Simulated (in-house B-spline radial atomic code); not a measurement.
Configurations of Tc III (Tc2+), with energies counted from [Kr] 4d5. Level of theory: scalar-relativistic (X2C) PW91, spin-polarised, spherical fractional occupations, Fermi nucleus of rms radius 4.41117 fm; calculated with an all-electron radial atomic-structure program (B-spline basis). Shells without spins written out take the highest spin.

Occupations are held fixed; configurations that lie above the ionisation limit could autoionise.

| configuration | E - E(ref) (eV) | highest orbital | its <r> (bohr) |
| --- | --- | --- | --- |
| [Kr] 4d(2 up, 3 down) | 4.4003 | 4d up | 1.623 |
| [Kr] 4d4 5s1 | 5.3985 | 5s up | 2.707 |
| [Kr] 4d4 4f1 | 21.556 | 4f up | 5.062 |
| [Ar] 3d10 4s2 4p5 4d5 5p1 | 47.287 | 5p up | 3.153 |
| [Ar] 3d10 4s2 4p5 4d5 5f1 | 60.398 | 5f up | 8.595 |
| [Ar] 3d9 4s2 4p6 4d5 5s1 | 257.38 | 5s up | 2.654 |
| [Ar] 3d9 4s2 4p6 4d5 5f1 | 276.73 | 5f up | 8.669 |

(1) Order these further configurations by energy, lowest first.
A. [Ar] 3d9 4s2 4p6 4d5 4f1
B. [Ar] 3d10 4s2 4p(2 up, 3 down) 4d(4 up, 1 down) 5f(0 up, 1 down)
C. [Ar] 3d10 4s2 4p5 4d5 5d1
D. [Kr] 4d(1 up, 3 down) 5f(1 up, 0 down)
E. [Kr] 4d(1 up, 3 down) 5d(1 up, 0 down)

(2) How far above the reference does [Kr] 4d(0 up, 4 down) 4f(1 up, 0 down) lie?

(3) How far above the reference does [Ar] 3d10 4s2 4p5 4d5 4f1 lie?

(4) How far above the reference does [Ar] 3d10 4s2 4p5 4d6 lie?

Answers

(1) E (21.29 eV), D (26.912 eV), C (54.717 eV), B (67.238 eV), A (274.06 eV).

(2) 21.908 eV; its least bound orbital is 4f up with <r> = 5.475 bohr.

(3) 57.698 eV; its least bound orbital is 4f up with <r> = 4.954 bohr.

(4) 39.248 eV; its least bound orbital is 4d down with <r> = 1.624 bohr.
